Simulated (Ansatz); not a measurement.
Stretching the Ga1–H2 bond in GaH3O (SMILES [OH][GaH2]) (multiplicity 1 held, fragments rigid). Energies count from the point at 1.556 Å.
Geometry at that point (charge 0, multiplicity 1):
```json
[
 {"atom": "Ga", "x (Å)": "-0.2252", "y (Å)": "-0.2844", "z (Å)": "0.0258"},
 {"atom": "H", "x (Å)": "0.0603", "y (Å)": "-1.2972", "z (Å)": "1.1723"},
 {"atom": "H", "x (Å)": "-1.3595", "y (Å)": "-0.3087", "z (Å)": "-1.0529"},
 {"atom": "O", "x (Å)": "0.9382", "y (Å)": "1.0873", "z (Å)": "-0.0240"},
 {"atom": "H", "x (Å)": "0.7756", "y (Å)": "1.7230", "z (Å)": "-0.7275"}
]
```

R- and RO- levels are restricted; in cc, def2 and unpolarised 6-31G sets they are followed outwards from rest. U- levels take the lowest unrestricted solution at each point, which mixes spins at long bonds. Active spaces are followed from a long bond inwards. Levels need not reach the same state.

Correlated levels freeze the cores. Filled d and f shells under p-block atoms count as core.

Run with Ansatz (a first-principles code). Values without a source in brackets are computed.

Energies in kcal/mol.

```
R (Å)  U-MP2/cc-pVDZ  U-CCSD/cc-pVDZ  R-CCSDT(Q)/cc-pVDZ  CASSCF(2,2)/cc-pVDZ  FIC-NEVPT4(SD) on CASSCF(2,2)/cc-pVDZ  FIC-MRCISD+Q on CASSCF(2,2)/cc-pVDZ
-----  -------------  --------------  ------------------  -------------------  -------------------------------------  -----------------------------------
1.245           29.2            29.5                29.7                 30.8                                   29.5                                 29.5
1.401              …             6.3                 6.4                  7.0                                    6.3                                  6.3
1.556            0.0             0.0                 0.0                  0.0                                    0.0                                  0.0
1.712            3.0             2.7                 2.6                  1.9                                    2.6                                  2.7
1.867           10.9            10.1                 9.8                  8.3                                    9.8                                 10.0
2.101              …            24.6                24.1                 21.3                                   24.1                                 24.3
2.334           47.5            39.8                38.7                 34.7                                   38.6                                 39.0
2.723           67.9            61.2                58.5                 53.1                                   58.3                                 58.8
3.112           74.7            74.3                70.9                 64.8                                   70.7                                 71.3
3.579           77.2            79.9                77.9                 71.5                                   77.8                                 78.4
4.202              …            81.3                80.7                 74.3                                   80.7                                 81.3
4.980           78.2            81.5                81.3                 74.9                                   81.4                                 82.0
```

What belongs in the gaps?


- 2.101, U-MP2/cc-pVDZ: 26.5
- 4.202, U-MP2/cc-pVDZ: 78.1
- 1.401, U-MP2/cc-pVDZ: 6.1

Doubts at one or more of the structures used: a spin-contaminated determinant (U-MP2/cc-pVDZ, U-CCSD/cc-pVDZ); T1 above 0.05 (U-CCSD/cc-pVDZ, R-CCSDT(Q)/cc-pVDZ); a restricted determinant that unrestricted orbitals would lower (R-CCSDT(Q)/cc-pVDZ); other coupled-cluster roots lie near (R-CCSDT(Q)/cc-pVDZ).
